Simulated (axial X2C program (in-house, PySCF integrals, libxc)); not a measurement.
**Which molecule has these constants?**

Computed with an in-house all-electron X2C program for linear molecules (integrals from PySCF), spin-free (one-electron X2C) or two-component (2c: spin–orbit coupling with atomic mean-field Coulomb and Gaunt terms, which also bring small scalar terms), in Dyall basis sets with cores contracted in-house; open shells are unrestricted.

A two-component PBE0 calculation in a Dyall 3-zeta basis gave Re = 3.537 Å, ωe = 123.8 cm⁻¹, De = 0.60 eV, dipole magnitude 2.97 D, Ω = 0.

Task: Which molecule is it?
A. NaCu
B. NaK
C. NaV
D. NaTi
E. NaFe

Result: B. The others have NaCu 2.562 Å and 215.2 cm⁻¹ (Ω = 0); NaV 3.054 Å and 148.1 cm⁻¹ (Ω = 2); NaTi 3.036 Å and 152.0 cm⁻¹ (Ω = 1/2); NaFe 2.803 Å and 167.6 cm⁻¹ (Ω = 7/2).

Each entry is the lowest single determinant of a limited PBE0 search at one distance. De goes to single-determinant-based atoms at the same level (for ions the charge split of lowest energy) and is withheld (n/a) where an atom does not fit its ground term or J level. Main or longest-lived isotopes. One determinant is a doubtful description, or other states lie close, for NaV, NaTi, NaFe; these need not be ground states, and all values refer to the states named. Some open-shell Ω = 0 determinants are out of reach, so the Ω given for NaV need not be the lowest component. With several unpaired electrons the Ω given is that of one determinant, not necessarily of the lowest component. The functionals have no current term, which raises determinants with orbital currents. Where the atoms have a lower orbital projection than the molecule, De at mean-field level may be about a tenth of an eV too small.
